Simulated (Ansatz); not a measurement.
`Cl[Si](Cl)(Cl)[TeH]` → 3 Cl• + H• + Si• + Te•  (atomization)

Program: Ansatz. Geometries: PBE0-D4/def2-TZVP. ΔE: electronic, gas phase. CCSD(T)/CBS adds triple-zeta CCSD(T) − MP2 to the extrapolated MP2 energy (def2 sets, frozen cores). This one scheme is used for every species, atoms too. DFT in def2-TZVPP. Open shells (•) are unrestricted, without spin–orbit coupling. Spin–orbit coupling would lower the free atoms: a little for Cl, Si; strongly for Te. Elements past krypton have def2 core potentials. Bonds to Te are less sure, by a few kJ/mol each and by 10 to 20 or more in all where they break to atoms, as the def2 sets lack core-valence functions.

| level | ΔE (eV) | difference from CCSD(T)/CBS |
| --- | --- | --- |
| r2SCAN-D4 | 18.14 | -0.01 |
| BHLYP-D4 | 17.17 | -0.98 |
| BLYP | 16.84 | -1.31 |
| r2SCAN0 | 17.69 | -0.46 |
| CAM-B3LYP | 17.23 | -0.92 |
| MP2/def2-SVP | 16.35 | -1.80 |
| MP2/def2-TZVPP | 18.02 | -0.13 |
| CCSD/def2-TZVPP | 16.71 | -1.44 |
| MP2/def2-QZVPP | 18.58 | 0.43 |
| MP2/CBS(def2) | 18.97 | 0.82 |
| CCSD(T)/CBS | 18.15 | 0 |

Largest T1 diagnostic among the species: 0.012.

At CCSD(T), def2-SVP lies −2.37 eV from the extrapolated value and def2-TZVPP −0.94 eV: correlation converges slowly with the basis, and small sets miss more of it in the bonded molecule than in its fragments. In def2-TZVPP, CCSD(T) changes the Hartree–Fock value by +4.73 eV (the triples alone add +0.50 eV) and MP2 by +5.54 eV; breaking electron pairs costs correlation energy, which Hartree–Fock lacks.

For atomizations the MP2-based limit and the directly extrapolated one differ by several kJ/mol either way, and by 10 to 25 for some Ge, Se and Sn compounds, so smaller differences from it don't rank the levels.
